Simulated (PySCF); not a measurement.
**Identify the compound**

An unknown has the formula C₃H₁₀OSi₂. Its calculated NMR data are:

1H NMR (600 MHz, computed): δ 6.67 (m, 1H), 5.17 (t, 2H), 4.40 (m, 1H), 4.37 (m, 1H), 4.05 (t, 3H), -0.17 (m, 2H).

13C{1H} NMR (computed): δ 156.6, 94.7, -9.3.

PySCF calculation with geometry from GFN2-xTB and GIAO PBE0/pcSseg-1 shieldings; one averaged value for each set of equivalent atoms, one conformer, non-relativistic, no solvent.

δ = σ(ref) − σ, references computed at the same level: TMS for 1H, 13C.

Q: Which of these isomers gave the spectra?
A. C=C[Si@@H](C)O[SiH3]
B. C=CO[SiH2]C[SiH3]
C. C=C[Si@@H]([SiH3])OC
D. [SiH3]OC1C[SiH2]C1
E. [SiH3]O[SiH2]C1CC1
F. [SiH3][SiH2]C1COC1

A: B. 

The formula gives 1 degree of unsaturation (no ring in the answer). 3 carbon signals for 3 carbons: no two carbons are equivalent. Carbon types of the structure: 1 × CH, 2 × CH2, leaving 5 H on heteroatoms. δC 156.6: alkene carbon bearing oxygen; an sp2 carbon further deshielded by the attached heteroatom. δC 94.7: β carbon of an enol-ether or enamine type C=C; the O or N lone pair pushes π density onto this β carbon and shields it. δC -9.3: sp3 CH2 bonded to 2 Si; an electropositive neighbour leaves it electron-rich and shielded. δH 6.67: hydrogen on an alkene carbon bearing oxygen; olefinic region. δH -0.17: hydrogen on an sp3 CH2 bonded to 2 Si; an electropositive neighbour shields it, as in TMS itself.

The others: [SiH3]OC1C[SiH2]C1 would give 2 carbon signals, not 3; C=C[Si@@H]([SiH3])OC has carbons computed at 147.0, 142.2, 54.1, with a different DEPT pattern; [SiH3][SiH2]C1COC1 would give 2 carbon signals, not 3; C=C[Si@@H](C)O[SiH3] has carbons computed at 145.8, 139.8, 1.6, with a different DEPT pattern; [SiH3]O[SiH2]C1CC1 would give 2 carbon signals, not 3.

Shifts are as computed. Against solution values, carbons near 30 ppm lie about +3 ppm off and those near 130 ppm about +5 ppm. Of 1211 compounds with measured shifts, 218 miss one by over three times the rms of a fit or turn the order of signals round; such compounds aren't used in these exercises. Multiplicities follow the n + 1 count of equivalent neighbours, as no J values were calculated; m marks all less simple cases, F and P coupling included.
